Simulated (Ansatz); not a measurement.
Species: H$_{2}$SeF, charge 1, singlet. H2SeF+ (SMILES F[SeH2+]).
B3LYP-D3(BJ)/def2-TZVP minimum from Ansatz (a program for electronic structure):
```
Se
F 1 1.7032
H 1 1.4934 2 96.13
H 1 1.4934 3 91.69 2 96.35
```
Charge +1, spin multiplicity 1.

Hartree-Fock and CCSD correlation energies in hartree (Ansatz). UHF or UKS for unpaired electrons; spin-orbit terms are left out. Correlated methods leave the cores frozen (noble-gas shells, and filled d and f shells in the p block). No relativity.

| basis | X | E(HF) | E(corr, CCSD) |
|---|---|---|---|
| cc-pVTZ | 3 | -2500.17979 | -0.43187 |
| cc-pVQZ | 4 | -2500.19426 | -0.46522 |
| cc-pV5Z | 5 | -2500.19720 | withheld |

Q: Fit E(corr) = E∞ + A/X³ to X = 3 and 4, predict X = 5, and compare with the run.

A: A = (-0.43187 - (-0.46522))/(1/27 - 1/64) = 1.5575; E∞ = -0.46522 - A/64 = -0.48956; at X = 5, E∞ + A/125 = -0.47710. The run gave -0.47737, 0.27 mEh below the prediction. The same form on X = 4 and 5 gives E∞ = -0.49012, 0.56 mEh below the first estimate.
